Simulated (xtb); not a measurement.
Cl₂O₂W, charge +1, doublet, from a rough starting geometry (GFN-xTB shapes and energies of metal compounds can be far from the true ones) (the multiplicity is a formal guess); xtb with GFN2-xTB.

xtb was given this input:
```
$ xtb mol.xyz --gfn 2 --chrg 1 --uhf 1 --opt vtight --json

# file mol.xyz
5

W      0.17063909     0.00134522     0.02790405
O      1.34562870    -0.55525667    -0.95275724
O      0.65526122     0.19323371     1.63558716
Cl    -0.60788162     1.87337573    -0.71240311
Cl    -1.50820875    -1.42268023     0.02608704
```

It wrote (shortened):

```
   ID    Z sym.   atoms
    1   74 W      1
    2    8 O      2, 3
    3   17 Cl     4, 5

           -------------------------------------------------
          |                Calculation Setup                |
           -------------------------------------------------

           -------------------------------------------------
          |                 G F N 2 - x T B                 |
           -------------------------------------------------

          ...................................................
          :                      SETUP                      :
          :.................................................:
          :  # basis functions                  38          :
          :  # atomic orbitals                  35          :
          :  # shells                           13          :
          :  # electrons                        31          :
          :  max. iterations                   250          :
          :  Hamiltonian                  GFN2-xTB          :
          :  restarted?                      false          :
          :  GBSA solvation                  false          :
          :  PC potential                    false          :
          :  electronic temp.          300.0000000     K    :
          :  accuracy                    1.0000000          :
          :  -> integral cutoff          0.2500000E+02      :
          :  -> integral neglect         0.1000000E-07      :
          :  -> SCF convergence          0.1000000E-05 Eh   :
          :  -> wf. convergence          0.1000000E-03 e    :
          :  Broyden damping             0.4000000          :
          :  net charge                          1          :
          :  unpaired electrons                  1          :
          ...................................................

 iter      E             dE          RMSdq      gap      omega  full diag
   1     -7.4811248 -0.748112E+01  0.314E+01    1.43       0.0  T
   2    -11.6962307 -0.421511E+01  0.320E+01    7.52       1.0  T
   3    -16.5306810 -0.483445E+01  0.200E+01    6.13       1.0  T
   4    -17.5378180 -0.100714E+01  0.165E+01    5.18       1.0  T
   5    -18.4803319 -0.942514E+00  0.124E+01    4.47       1.0  T
   6    -18.0949600  0.385372E+00  0.140E+01    5.40       1.0  T
   7    -17.9663141  0.128646E+00  0.139E+01    5.96       1.0  T
   8    -18.9927832 -0.102647E+01  0.838E+00    4.73       1.0  T
   9    -19.2376552 -0.244872E+00  0.519E+00    3.91       1.0  T
[...]
         :: total energy             -19.232466159659 Eh    ::
 * total energy  :   -19.2324662 Eh     change       -0.2691536E-10 Eh
 * total energy  :   -19.2359218 Eh     change       -0.3455658E-02 Eh
 * total energy  :   -19.2364883 Eh     change       -0.5664692E-03 Eh
 * total energy  :   -19.2365305 Eh     change       -0.4221168E-04 Eh
 * total energy  :   -19.2365691 Eh     change       -0.3855515E-04 Eh
 * total energy  :   -19.2365807 Eh     change       -0.1159688E-04 Eh
 * total energy  :   -19.2365867 Eh     change       -0.6087451E-05 Eh
 * total energy  :   -19.2365869 Eh     change       -0.1170696E-06 Eh
 * total energy  :   -19.2365869 Eh     change       -0.6122018E-07 Eh
   *** GEOMETRY OPTIMIZATION CONVERGED AFTER 9 ITERATIONS ***
         :: total energy             -19.236586916290 Eh    ::
[...]

     #   Z          covCN         q      C6AA      α(0)
     1  74 W        3.393     1.058   392.828    43.714
     2   8 O        0.830    -0.248    18.880     5.825
     3   8 O        0.830    -0.248    18.880     5.825
     4  17 Cl       0.867     0.219    92.823    14.739
     5  17 Cl       0.867     0.219    92.824    14.739

 Mol. C6AA /au·bohr⁶  :       2230.396491
 Mol. C8AA /au·bohr⁸  :     168779.828834
 Mol. α(0) /au        :         84.842024

Wiberg/Mayer (AO) data.
largest (>0.10) Wiberg bond orders for each atom

 ---------------------------------------------------------------------------
     #   Z sym  total        # sym  WBO       # sym  WBO       # sym  WBO
 ---------------------------------------------------------------------------
     1  74 W    6.912 --     2 O    1.931     3 O    1.931     5 Cl   1.525
                             4 Cl   1.525
     2   8 O    2.373 --     1 W    1.931     3 O    0.187     4 Cl   0.127
                             5 Cl   0.127
     3   8 O    2.373 --     1 W    1.931     2 O    0.187     4 Cl   0.127
                             5 Cl   0.127
     4  17 Cl   1.898 --     1 W    1.525     3 O    0.127     2 O    0.127
                             5 Cl   0.118
     5  17 Cl   1.898 --     1 W    1.525     2 O    0.127     3 O    0.127
                             4 Cl   0.118
 ---------------------------------------------------------------------------

Topologies differ in total number of bonds
Writing topology from bond orders to xtbtopo.mol

molecular dipole:
                 x           y           z       tot (Debye)
 q only:       -1.602       0.356      -0.524
   full:       -2.032       0.442      -0.665       5.549
molecular quadrupole (traceless):
                xx          xy          yy          xz          yz          zz
 q only:       -0.598       2.002       5.354       0.771      -2.728      -4.756
  q+dip:       -1.938       2.873       7.324       0.323      -3.268      -5.386
   full:       -1.749       2.757       7.075       0.392      -3.208      -5.326

optimized geometry written to: xtbopt.xyz

           -------------------------------------------------
          | TOTAL ENERGY              -19.236586916290 Eh   |
          | GRADIENT NORM               0.000028512188 Eh/α |
          | HOMO-LUMO GAP               4.488705172963 eV   |
           -------------------------------------------------

normal termination of xtb
```
